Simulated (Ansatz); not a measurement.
Ideal-gas functions of `N[Si](O)(O)F` at 298.15 K and 1 bar, from an Ansatz frequency run at PBE0-D4/def2-TZVP.

Molar mass 97.12 g/mol, point group C1 (symmetry number 1), electronic degeneracy 1, moments of inertia 122.657, 127.202, 138.517 u Å². Harmonic wavenumbers (cm⁻¹, unscaled): 191, 213, 274, 281, 348, 356, 366, 388, 407, 772, 805, 827, 843, 948, 987, 1006, 1579, 3627, 3723, 3931, 3934.

Use S(trans) = R[1.5 ln M + 2.5 ln T − 1.1517]; rotational temperatures θ = 24.2544 K / I; S(rot) = R[ln(√π/σ · √(T³/θAθBθC)) + 1.5]; for each mode x = 1.438777 ν̃/T, S = R[x/(eˣ − 1) − ln(1 − e⁻ˣ)] and H = RT x/(eˣ − 1); 1 cm⁻¹ = 0.0119627 kJ/mol; R = 8.31446 J/(mol·K).

Question: By hand: the entropy, in J/(mol·K).

Answer: Translation 165.9. Rotation: θ = 0.1977, 0.1907, 0.1751 K, giving 109.2. Vibration, mode by mode: 9.28, 8.44, 6.57, 6.39, 4.92, 4.77, 4.59, 4.22, 3.92, 0.97, 0.85, 0.78, 0.73, 0.48, 0.41, 0.38, 0.04, 0.00, 0.00, 0.00, 0.00, in all 57.7. Electronic 0.0. Sum 332.8 J/(mol·K).

Question: By hand: H − E and G − E in kJ/mol, counted from the electronic energy.

Answer: Zero-point energy ½ × 25806 × 0.0119627 = 154.4; thermal vibration 10.8; translation, rotation and pV give 4 RT = 9.9. H − E = 175.1 kJ/mol, and G − E = 175.1 − 298.15 × 332.8/1000 = 75.9 kJ/mol.

Vibration gives 17 % of the entropy. The sum counts one conformer and one mirror image; others add a mixing term.
